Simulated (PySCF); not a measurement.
A structure optimised at PBE-D3(BJ)/def2-SVP, used in a PySCF frequency run:

```
N
B 1 1.4158
F 2 1.3537 1 118.73
C 1 1.4480 2 125.50 3 174.62
H 4 1.1057 1 110.94 2 -13.46
H 4 1.1129 5 107.18 1 120.72
H 4 1.1148 5 108.53 6 115.52
C 1 1.4559 2 120.50 3 -7.15
H 8 1.1043 1 110.16 2 1.36
H 8 1.1135 9 108.44 1 -121.77
H 8 1.1138 9 108.44 10 -116.39
S 2 1.8398 3 114.01 9 -174.39
H 12 1.3587 2 97.29 3 168.90
```

Write its SMILES and formula.

CN(C)B(F)S, C2H7BFNS

What are its rotational constants (standard atomic weights)?

4.0336, 2.0684, 1.3954 GHz
